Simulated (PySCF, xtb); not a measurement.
C2H5ClOSi, SMILES C=CO[SiH2]Cl. The values are those of a single conformer.

Harmonic wavenumbers (cm⁻¹) from GFN2-xTB in xtb 6.7.1 at its own minimum, in rising order: 43, 93, 104, 225, 412, 512, 543, 609, 676, 746, 757, 810, 843, 1004, 1023, 1201, 1312, 1371, 1697, 2260, 2303, 3027, 3129, 3170.

What does PBE-D3(BJ)/def2-SVP (PySCF 2.14.0) give at its own minimum? (An estimate is asked for; the answer gives what the named calculation found.)

60, 69, 140, 257, 445, 532, 613, 691, 703, 739, 823, 870, 919, 945, 1004, 1184, 1293, 1354, 1671, 2190, 2237, 3067, 3103, 3210. Paired by order, the mean absolute difference is 40 cm⁻¹ and the zero-point energies are 39.8 and 40.2 kcal/mol.
